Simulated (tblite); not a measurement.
Species: C₄H₇F₃OSi.
SMILES with atom numbers: `[CH2:1]=[CH:2][C@@H:3]([O:4][SiH2:5][F:6])[CH:7]([F:8])[F:9]` (hydrogens: H10, H11 on C1; H12 on C2; H13 on C3; H14, H15 on Si5; H16 on C7)

Structure optimised with GFN2-xTB, isolated species.

(1) List the bond lengths, angles and torsions at this level.

Results:

(1) 
```tsv
bond	length (Å)
C1=C2	1.318
C2–C3	1.510
C3–O4	1.379
O4–Si5	1.617
Si5–F6	1.600
C3–C7	1.537
C7–F8	1.356
C7–F9	1.349
C1–H10	1.075
C1–H11	1.076
C2–H12	1.081
C3–H13	1.104
Si5–H14	1.450
Si5–H15	1.453
C7–H16	1.100
```

A selection of angles:
```tsv
angle	degrees
C1–C2–C3	123.5
C2–C3–O4	111.4
C2–C3–C7	108.5
O4–C3–C7	112.5
C3–O4–Si5	133.9
O4–Si5–F6	98.3
C3–C7–F8	110.6
C3–C7–F9	111.4
F8–C7–F9	106.3
```

Dihedral angles: C1–C2–C3–O4 -6° (synperiplanar); C2–C3–O4–Si5 151° (antiperiplanar); C3–O4–Si5–F6 178° (antiperiplanar); C2–C3–C7–F8 174° (antiperiplanar).

O4 (silyl ether oxygen) is bent (angle 133.9°). Of the pairs four or more bonds apart, Si5···F8 is among the closest relative to their van der Waals radii: 2.98 Å, 83 % of the sum of Bondi's values. The C–C distances run from 1.318 Å (C1=C2, drawn double) to 1.537 Å (C3–C7, drawn single), a spread of 0.219 Å. Si5 (fluorine-bound silicon) is distorted tetrahedral (angles from 98.3° to 116.4°).

Point group: C1 (no symmetry element, even within 0.4 Å). Its GFN2-xTB frequencies are all real (lowest 40 cm⁻¹). One conformer, not necessarily the lowest. 3 starts were optimised and ended at 0.00, 0.49 and 0.87 kcal/mol (GFN2-xTB); the lowest of these is shown.

These are computed values.
